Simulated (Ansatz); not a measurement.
Consider the hydrogenolysis of a C–S bond: `OCS[SiH2]S` + H₂ → CH₃OH + `S[SiH2]S`.

Isolated molecules relaxed with PBE0-D4/def2-TZVP in Ansatz; ΔE leaves out vibrations. CCSD(T)/CBS adds triple-zeta CCSD(T) − MP2 to the extrapolated MP2 energy (def2 sets, frozen cores). This one scheme is used for every species. Functionals use def2-TZVPP. B3LYP here is the variant with VWN-RPA as its local correlation; programs differ in this. Each species was taken in one conformer, which may not be the lowest.

```
             level  ΔE (kcal/mol)  difference from CCSD(T)/CBS
            PBE-D4           -8.3                          3.4
         r2SCAN-D4           -9.9                          1.8
           PBE0-D4          -10.7                          1.0
          B3LYP-D4          -11.0                          0.7
           ωB97X-V          -12.1                         -0.4
           ωB97M-V          -11.7                          0.0
            B2PLYP          -13.4                         -1.7
               PBE          -10.7                          1.0
            r2SCAN          -10.6                          1.1
              PBE0          -12.8                         -1.1
             B3LYP          -14.9                         -3.2
     HF/def2-TZVPP          -21.1                         -9.4
    MP2/def2-TZVPP          -10.8                          0.9
SCS-MP2/def2-TZVPP          -12.9                         -1.2
   CCSD/def2-TZVPP          -14.7                         -3.0
CCSD(T)/def2-TZVPP          -12.4                         -0.7
     HF/def2-QZVPP          -21.2                         -9.5
    MP2/def2-QZVPP          -10.4                          1.3
SCS-MP2/def2-QZVPP          -12.6                         -0.9
      HF/CBS(def2)          -21.2                         -9.5
     MP2/CBS(def2)          -10.0                          1.7
    CCSD/CBS(def2)          -13.9                         -2.2
       CCSD(T)/CBS          -11.7                            0
```

Largest T1 diagnostic among the species: 0.012.

From PBE to PBE0 (25 % exact exchange), in def2-TZVPP and without D4, ΔE moves by −2.1 kcal/mol. The D4 term adds +3.9 kcal/mol with B3LYP and +2.1 kcal/mol with PBE0; it sums over pairs of atoms, weighted by their polarisabilities, and B3LYP, whose exchange is more repulsive, gets the larger term.
